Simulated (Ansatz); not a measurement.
Geometry optimisation, RHF/def2-SVP in Ansatz 0.2.0.

input.yaml

```yaml
crystal:
  periodic: [false, false, false]
  atoms:
    - { symbol: C, position_ang: [-0.0036, 0.9686, -0.1407] }
    - { symbol: B, position_ang: [0.4529, -0.492, -0.1085] }
    - { symbol: F, position_ang: [1.8129, -0.7687, 0.1578] }
    - { symbol: S, position_ang: [-0.6682, -1.8983, -0.4133] }
    - { symbol: H, position_ang: [0.134, 1.487, 0.8126] }
    - { symbol: H, position_ang: [0.4988, 1.5815, -0.9427] }
    - { symbol: H, position_ang: [-1.1117, 1.044, -0.3724] }
    - { symbol: H, position_ang: [-1.0229, -1.9792, 0.9514] }
basis:
  gaussian: { orbitals: def2-SVP }
hamiltonian:
  xc: hf
relax:
  f_tol: 0.015
  max_steps: 40
output:
  orbitals: {}
```

Launched with:

```bash
$ ansatz run input.yaml --threads 1 --pin off --max-ram 2048MiB --backend cpu --events-out ev --progress --plain --runs-dir out
```

Question: Where does it end, and by what steps?

Answer: It converged. The force dipped under the threshold on the way, but the program's further checks kept it going. After 20 steps the energy has fallen by 0.887 eV; H8 moved furthest, 0.98 Å.

```csv
step,energy less start (eV),largest force component (eV/Å),accepted
0,0.0000,3.718,yes
1,-0.3228,2.055,yes
2,-0.3798,0.593,yes
3,-0.4156,0.768,yes
4,-0.4682,1.276,yes
5,-0.6481,0.928,yes
6,-0.7860,0.531,yes
7,-0.8530,0.470,yes
8,-0.8640,0.404,yes
9,-0.8751,0.384,yes
10,-0.8848,0.083,yes
11,-0.8854,0.094,yes
12,-0.8843,0.187,no
13,-0.8857,0.011,yes
14,-0.8859,0.054,yes
15,-0.8860,0.048,yes
16,-0.8863,0.011,yes
17,-0.8864,0.016,yes
18,-0.8865,0.027,yes
19,-0.8865,0.016,yes
20,-0.8865,0.002,yes
```

```xyz
8
Properties=species:S:1:pos:R:3
C -0.049 0.920 -0.058
B 0.590 -0.517 -0.018
F 1.905 -0.625 -0.105
S -0.297 -2.097 0.140
H 0.361 1.513 0.764
H 0.255 1.419 -0.984
H -1.135 0.939 0.007
H -1.537 -1.609 0.198
```

Time of the run: 36 s on 1 thread of Arm Neoverse V2, on a shared host, peak memory 0.14 GiB.
